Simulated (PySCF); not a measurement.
CH2NO, SMILES [NH]C=O, multiplicity 2.

The structure is a stationary point at PBE-D3(BJ)/def2-TZVP. A frequency run showed that this geometry is not a minimum. The isomer is the one that the SMILES or the coordinates give; other isomers of the formula were not compared. One conformer was computed; it need not be the lowest.

Calculation: PBE-D3(BJ)/def2-TZVP run with PySCF.

Frequencies are harmonic and unscaled.

Computed normal modes with their intensities:
| mode | ν (cm⁻¹) | IR (km/mol) | moving atoms (share of kinetic energy) |
|---|---|---|---|
| 1 | 659i | 332.3 | H 64 %, C 18 %, N 15 % |
| 2 | 563 | 25.5 | O 35 %, N 23 %, H 23 %, C 19 % |
| 3 | 960 | 247.1 | H 72 %, N 18 % |
| 4 | 979 | 28.4 | H 79 %, C 20 % |
| 5 | 1248 | 34.7 | H 70 %, O 18 % |
| 6 | 1403 | 26.8 | C 45 %, N 37 %, O 12 % |
| 7 | 1439 | 33.1 | C 56 %, H 24 %, O 14 % |
| 8 | 3034 | 16.9 | H 92 %, C 8 % |
| 9 | 3398 | 16.7 | H 93 % |
